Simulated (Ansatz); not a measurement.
Compare A (`F[SiH]1[CH2][GaH][NH]1`) with its isomer B (`N=[CH][Ga]([F])[SiH3]`).

Calculated with Ansatz (gas phase, PBE0-D4/def2-TZVP geometries, no zero-point term in ΔE). CCSD(T)/CBS is the MP2 limit (def2-TZVPP, def2-QZVPP) plus CCSD(T) − MP2 in def2-TZVPP, frozen cores. Functionals use def2-TZVPP. B3LYP here is the variant with VWN-RPA as its local correlation; programs differ in this. For Ga outer-core shells are correlated without core-valence functions, which leaves a few kJ/mol of doubt a bond. Scalar relativity is left out up to krypton. Each species was taken in one conformer, which may not be the lowest.

Q: Which is lower in electronic energy at CCSD(T)/CBS, and by how much? (Best estimate.)

A: Computed: A, by 70.6 kcal/mol.

Q: Give E(B) − E(A) in kcal/mol with HF/def2-TZVPP, B2PLYP, MP2/def2-TZVPP, PBE-D4, ωB97M-V, PBE0-D4, B3LYP-D4. (An estimate is asked.)

A: Computed: HF/def2-TZVPP 63.6, B2PLYP 66.2, MP2/def2-TZVPP 74.4, PBE-D4 62.4, ωB97M-V 69.7, PBE0-D4 68.0, B3LYP-D4 63.2. None reverses the order clearly.

Largest T1 diagnostic: 0.015.

In def2-TZVPP, CCSD(T) changes the Hartree–Fock value by +4.1 kcal/mol (the triples alone add −0.3 kcal/mol) and MP2 by +10.9 kcal/mol. The D4 term adds +1.8 kcal/mol with B3LYP and +0.8 kcal/mol with PBE0; it sums over pairs of atoms, weighted by their polarisabilities, and B3LYP, whose exchange is more repulsive, gets the larger term.
